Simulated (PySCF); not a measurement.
Harmonic spectrum computed at PBE0 in the def2-TZVP basis family (core potentials from Rb on, PySCF, no spin–orbit coupling):

| symmetry | ω (cm⁻¹) | IR (km/mol) |
| --- | --- | --- |
| a' | 140 | 9.2 |
| a' | 277 | 37.3 |
| a' | 854 | 11.4 |

Question: Which molecule gave it? In each, all ligands are bound to the one heavy central atom.
A. SnOBr (doublet)
B. GaOBr (singlet)
C. GeOBr (doublet)
D. InOBr (singlet)

Answer: C. It has Cs symmetry with Ge–Br 2.332 Å, Ge–O 1.654 Å.
